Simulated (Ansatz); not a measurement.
Relaxation of Cl$_{3}$H$_{3}$O$_{2}$Sn (9 atoms, charge 0, multiplicity 1), to a largest force component of 0.03 eV/Å in at most 50 steps.

Level of theory: RKS PBE0/def2-SVP in Ansatz 0.2.0.

```xyz
9
Properties=species:S:1:pos:R:3
Sn 0.326 -0.468 -0.638
Cl -1.310 -0.214 2.575
Cl 1.838 -0.199 -2.377
O -0.205 1.316 -0.063
H -0.699 1.244 0.770
Cl -1.416 -1.816 -1.398
O 1.216 -1.398 0.851
H 1.318 -2.345 0.685
H -0.112 -0.795 2.499
```

Problem. Where does it end, and by what steps?

Solution. It converged. After 11 steps the energy has fallen by 0.121 eV; Cl2 moved furthest, 0.52 Å.

| step | energy less start (eV) | largest force component (eV/Å) | accepted |
| --- | --- | --- | --- |
| 0 | 0.0000 | 0.888 | yes |
| 1 | -0.0458 | 1.043 | yes |
| 2 | -0.0885 | 0.467 | yes |
| 3 | -0.1065 | 0.381 | yes |
| 4 | -0.1122 | 0.193 | yes |
| 5 | -0.1154 | 0.094 | yes |
| 6 | -0.1184 | 0.073 | yes |
| 7 | -0.1192 | 0.047 | yes |
| 8 | -0.1199 | 0.040 | yes |
| 9 | -0.1204 | 0.058 | yes |
| 10 | -0.1206 | 0.034 | yes |
| 11 | -0.1206 | 0.022 | yes |

```xyz
9
Properties=species:S:1:pos:R:3
Sn 0.268 -0.464 -0.707
Cl -0.888 -0.081 2.850
Cl 1.981 -0.147 -2.230
O -0.420 1.253 -0.109
H -0.737 1.164 0.810
Cl -1.327 -1.866 -1.653
O 0.956 -1.393 0.919
H 1.096 -2.343 0.807
H 0.029 -0.798 2.216
```

Whether the end is a true minimum wasn't checked by a vibrational analysis.

Run time: 18 s on 4 threads of Intel(R) Xeon(R) 6975P-C (Granite Rapids), with other jobs on the host, peak memory 0.38 GiB.
